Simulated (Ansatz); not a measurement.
Consider the isomerisation: `[CH3][GaH]/[N]=C\[SiH3]` → `C=[CH][Ga]([NH2])[SiH3]`.

Gas-phase electronic energies from Ansatz, PBE0-D4/def2-TZVP geometries. CCSD(T)/CBS adds triple-zeta CCSD(T) − MP2 to the extrapolated MP2 energy (def2 sets, frozen cores). Functionals use def2-TZVPP. B3LYP here is the variant with VWN-RPA as its local correlation; programs differ in this. For Ga outer-core shells are correlated without core-valence functions, which leaves a few kJ/mol of doubt a bond. Scalar relativity is left out up to krypton. One conformer a species, not always the lowest.

```
             level  ΔE (kcal/mol)  difference from CCSD(T)/CBS
           PBE0-D4          -17.8                          1.1
          B3LYP-D4          -15.7                          3.2
           ωB97X-V          -16.5                          2.4
           ωB97M-V          -16.7                          2.2
            B2PLYP          -16.2                          2.7
            r2SCAN          -16.3                          2.6
              PBE0          -17.8                          1.1
             B3LYP          -15.7                          3.2
     HF/def2-TZVPP          -16.6                          2.3
    MP2/def2-TZVPP          -17.6                          1.3
SCS-MP2/def2-TZVPP          -16.7                          2.2
     HF/def2-QZVPP          -16.3                          2.6
    MP2/def2-QZVPP          -18.3                          0.6
SCS-MP2/def2-QZVPP          -17.2                          1.7
     MP2/CBS(def2)          -18.9                          0.0
    CCSD/CBS(def2)          -19.3                         -0.4
       CCSD(T)/CBS          -18.9                            0
```

Largest T1 diagnostic among the species: 0.015.

In def2-TZVPP, CCSD(T) changes the Hartree–Fock value by −1.2 kcal/mol (the triples alone add +0.4 kcal/mol) and MP2 by −1.1 kcal/mol. From PBE to PBE0 (25 % exact exchange), in def2-TZVPP and without D4, ΔE moves by −1.6 kcal/mol.
